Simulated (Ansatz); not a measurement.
`C[SiH](S)Cl` + `[OH]`• → `C[SiH]([S])Cl`• + H₂O at 500 K and 1 bar (hydrogen abstraction from the S–H bond).

Isolated molecules relaxed with PBE0-D4/def2-TZVP in Ansatz; ΔE leaves out vibrations. CBS: MP2 limit from def2 TZ/QZ plus the TZ coupled-cluster correction, frozen cores. This one scheme is used for every species. No spin–orbit coupling; open shells (•) take unrestricted orbitals. Each species was taken in one conformer, which may not be the lowest.

```
         species  CCSD(T)/CBS energy (Eh)  H − E (kJ/mol)  S (J/(mol·K))
   `C[SiH](S)Cl`              -1187.79090           193.7          401.4
         `[OH]`•                -75.67771            37.0          199.0
`C[SiH]([S])Cl`•              -1187.13928           166.7          394.4
             H₂O                -76.37941            73.2          206.3
```

H − E and S are ideal-gas, rigid-rotor, harmonic terms from PBE0-D4/def2-TZVP, for one conformer and one mirror image of each species, with the whole ground term of open shells counted as degenerate. 1 Eh = 2625.50 kJ/mol, R = 8.31446 J/(mol·K).

**Question.** By hand: ΔE, ΔH, ΔS and ΔG.

**Answer.** ΔE = (-1187.13928) + (-76.37941) − (-1187.79090) − (-75.67771) = -0.05008 Eh = -131.5 kJ/mol. Δ(H − E) = 166.7 + 73.2 − 193.7 − 37.0 = 9.2, so ΔH = -122.3 kJ/mol. ΔS = 394.4 + 206.3 − 401.4 − 199.0 = 0.3 J/(mol·K). ΔG = -122.3 − 500 × (0.3)/1000 = -122.5 kJ/mol.

**Question.** By hand: the equilibrium constant, and the temperature at which ΔG would vanish if ΔH and ΔS stayed fixed.

**Answer.** log₁₀ K = −ΔG/(RT ln 10) = 12.8. ΔH and −TΔS have one sign here, so there is no such temperature.

The number of gas molecules stays the same, so ΔS is small and ΔH decides. A doubt of 5 kJ/mol in ΔE shifts log₁₀ K by 0.5 here. Other conformers and mirror images would add mixing entropy, several J/(mol·K) or more a flexible species. These are equilibria of isolated gas molecules and say nothing of rates. Largest T1 diagnostic: 0.012 (customary marks: 0.02 for closed shells, 0.045 for open ones).

ΔS is within the doubt of such terms, so its sign, and with it that verdict, could turn.
